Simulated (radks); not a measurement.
Question: The mean radii <r> (bohr) of the occupied orbitals of an atom or ion are listed with their occupations. Method: scalar-relativistic Kohn-Sham, exchange-only LDA, spin-polarised, spherical densities, point nucleus; computed with a radial shooting solver on a logarithmic mesh with Libxc functionals.

| orbital | occ. | <r> |
|---|---|---|
| 1s up | 1 | 0.01867 |
| 1s down | 1 | 0.01867 |
| 2s up | 1 | 0.07899 |
| 2s down | 1 | 0.07899 |
| 2p up | 3 | 0.07058 |
| 2p down | 3 | 0.07058 |
| 3s up | 1 | 0.2049 |
| 3s down | 1 | 0.2049 |
| 3p up | 3 | 0.2049 |
| 3p down | 3 | 0.2048 |
| 3d up | 5 | 0.1856 |
| 3d down | 5 | 0.1855 |
| 4s up | 1 | 0.4552 |
| 4s down | 1 | 0.4552 |
| 4p up | 3 | 0.4817 |
| 4p down | 3 | 0.4817 |
| 4d up | 5 | 0.5092 |
| 4d down | 5 | 0.5091 |
| 5s up | 1 | 0.9490 |
| 4f up | 7 | 0.5475 |
| 4f down | 4 | 0.5472 |

Name the element and its charge. Open shells, if any, are filled with parallel spins first.

Answer: Z = 73, tantalum, charge +15: Ta15+ in [Kr] 4d10 4f11 5s1. The 1s radius gives Z: for a bare nucleus <r> = (2 gamma + 1)/(2Z) with gamma = sqrt(1 - (Z/c)^2), 0.01844 bohr for Z = 73, and screening makes it slightly larger (0.01867 here). The occupations add up to 58, and the charge is Z minus that.
